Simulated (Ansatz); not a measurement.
The cluster Mo₃O₉⁻ was relaxed with PBE-D4 (def2-SVP) in Ansatz in these states: charge -1 doublet, charge -1 quartet. The geometries follow in no particular order.

In the def2 sets Mo takes a core potential; there is no spin–orbit coupling.

A:

```
atom   x (Å)   y (Å)   z (Å)
 Mo1  -1.495   1.212   0.358
 Mo2  -1.243  -1.510   0.322
 Mo3   1.792   0.203  -0.108
  O4   2.635   0.882  -1.887
  O5  -2.131  -2.117  -1.020
  O6   2.740   0.372   1.284
  O7   0.649  -1.326  -0.009
  O8   2.837  -0.450  -1.791
  O9  -2.601   1.720  -0.857
 O10  -1.644  -2.152   1.866
 O11  -1.889   1.687   1.961
 O12   0.350   1.477  -0.119
```

B:

```
atom   x (Å)   y (Å)   z (Å)
 Mo1  -1.318  -1.381   0.510
 Mo2   1.218  -0.553   1.456
 Mo3  -0.090   1.553  -1.119
  O4  -0.065   1.062  -2.980
  O5   2.322  -1.744   0.908
  O6  -0.706   3.103  -0.819
  O7   0.990   0.967   0.399
  O8   1.260   1.493  -2.490
  O9  -1.038  -2.837  -0.350
 O10   1.220  -0.334   3.157
 O11  -2.446  -1.536   1.793
 O12  -1.345   0.209  -0.464
```

Problem. Judge from the bond lengths which geometry belongs to which state (an estimate).

Solution. A is the charge -1 quartet (Mo3–O8 2.086 Å, Mo3–O4 2.083 Å, O4–O8 1.351 Å); B is the charge -1 doublet (Mo3–O8 1.925 Å, Mo3–O4 1.925 Å, O4–O8 1.477 Å).

At PBE-D4/def2-SVP the gap within one spin of the charge -1 quartet nearly closes, so an electron or hole may be smeared out by delocalisation error. At PBE0-D4/def2-SVP a doublet lies 1.67 eV below the charge -1 quartet. These are the stationary points nearest to one start from a short search; other shapes may lie lower in each state.
